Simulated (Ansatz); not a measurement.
Compare A (`BBC(C)=O`) with its isomer B (`BC(=C)BO`).

Calculated with Ansatz (gas phase, PBE0-D4/def2-TZVP geometries, no zero-point term in ΔE). CCSD(T)/CBS is the MP2 limit (def2-TZVPP, def2-QZVPP) plus CCSD(T) − MP2 in def2-TZVPP, frozen cores. Functionals use def2-TZVPP. B3LYP here is the variant with VWN-RPA as its local correlation; programs differ in this. Each species was taken in one conformer, which may not be the lowest.

A:

```xyz
11

B     0.537    1.598   -1.306
B    -0.529    0.465   -0.807
C    -0.123   -0.820   -0.003
C    -0.065   -1.016    1.475
O     0.151   -1.692   -0.808
H     1.258    1.446   -2.250
H     0.624    2.643   -0.722
H    -1.688    0.510   -1.118
H     0.230   -2.037    1.717
H    -1.042   -0.791    1.913
H     0.647   -0.306    1.908
```

B:

```xyz
11

B    -0.106    1.397    0.504
C    -0.225    0.017   -0.168
C    -1.239   -0.175   -1.036
B     0.760   -1.168    0.099
O     1.798   -1.055    0.956
H     0.773    1.642    1.291
H    -0.891    2.266    0.258
H    -1.386   -1.125   -1.549
H    -1.958    0.610   -1.264
H     0.631   -2.229   -0.449
H     1.843   -0.181    1.359
```

Task: Which is lower in electronic energy at CCSD(T)/CBS, and by how much? (Estimate.)

Result: Computed: B, by 211.8 kJ/mol.

Task: Give E(B) − E(A) in kJ/mol with MP2/def2-TZVPP, r2SCAN-D4, ωB97M-V, B2PLYP, PBE0-D4, B3LYP-D4, LDA (SPW92). (An estimate is asked.)

Result: The calculation gave: MP2/def2-TZVPP -220.7, r2SCAN-D4 -183.4, ωB97M-V -204.6, B2PLYP -201.8, PBE0-D4 -190.5, B3LYP-D4 -194.3, LDA (SPW92) -186.4. None reverses the order clearly.

Task: Does the order hold for the free energy at 298.15 K (harmonic terms from PBE0-D4)? (Estimate.)

Result: Computed: Yes: G(B) − G(A) = -198.6 kJ/mol, for one conformer each.

Largest T1 diagnostic: 0.019.

From BLYP to BHLYP (50 % exact exchange), in def2-TZVPP and without D4, E(B) − E(A) moves by −29.5 kJ/mol. At CCSD(T), def2-SVP lies +5.4 kJ/mol from the extrapolated value and def2-TZVPP +2.0 kJ/mol.
